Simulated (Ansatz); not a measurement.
```yaml
crystal:
  periodic: [false, false, false]
  atoms:
    - {symbol: C, position_ang: [0.982224, -2.436563, -1.397644]}
    - {symbol: C, position_ang: [-0.285341, -1.751990, -0.894153]}
    - {symbol: N, position_ang: [0.093654, -0.901694, 0.080688]}
    - {symbol: C, position_ang: [-1.138363, -0.461314, 0.860852]}
    - {symbol: C, position_ang: [-2.194562, 0.210627, 0.064439]}
    - {symbol: Zr, position_ang: [1.672257, 0.341236, 0.574771]}
    - {symbol: O, position_ang: [2.988842, 0.053671, -0.611363]}
    - {symbol: Cl, position_ang: [1.903011, -0.174426, 2.801458]}
    - {symbol: O, position_ang: [0.678155, 2.109638, 0.524192]}
    - {symbol: C, position_ang: [0.204310, 3.388845, 0.625919]}
    - {symbol: H, position_ang: [0.887473, -3.287345, -2.280734]}
    - {symbol: H, position_ang: [1.676260, -2.674576, -0.675328]}
    - {symbol: H, position_ang: [1.388485, -1.704617, -2.214571]}
    - {symbol: H, position_ang: [-1.122825, -1.659306, -1.695764]}
    - {symbol: H, position_ang: [-0.759573, -2.815885, -0.236665]}
    - {symbol: H, position_ang: [-1.295702, -1.430493, 1.441014]}
    - {symbol: H, position_ang: [-0.986399, 0.282919, 1.843836]}
    - {symbol: H, position_ang: [-2.656725, -0.610426, -0.557442]}
    - {symbol: H, position_ang: [-3.232302, 0.493565, 0.936886]}
    - {symbol: H, position_ang: [-2.061852, 1.033639, -0.303606]}
    - {symbol: H, position_ang: [3.823739, 0.429041, -1.187929]}
    - {symbol: H, position_ang: [-1.026758, 3.341722, 0.753077]}
    - {symbol: H, position_ang: [0.238084, 3.989060, -0.245104]}
    - {symbol: H, position_ang: [0.574976, 3.910001, 1.571367]}
basis:
  gaussian: {orbitals: def2-mTZVP, fitting: {mean_field: cc-pVTZ-jkfit}}
hamiltonian: {xc: {name: B2PLYP}}
```

```sh
$ ansatz run in.yaml --threads 4 --pin off --events-out ev --progress --plain --max-ram 66560MiB --backend cpu
```

**Question.** How does Ansatz answer? (An estimate is asked.)

**Answer.** The calculation gave: The program refused the input.
```
Functional definition: B2PLYP
Error: <dir> the basis set cc-pVTZ-JKFIT has no functions for Zr
```
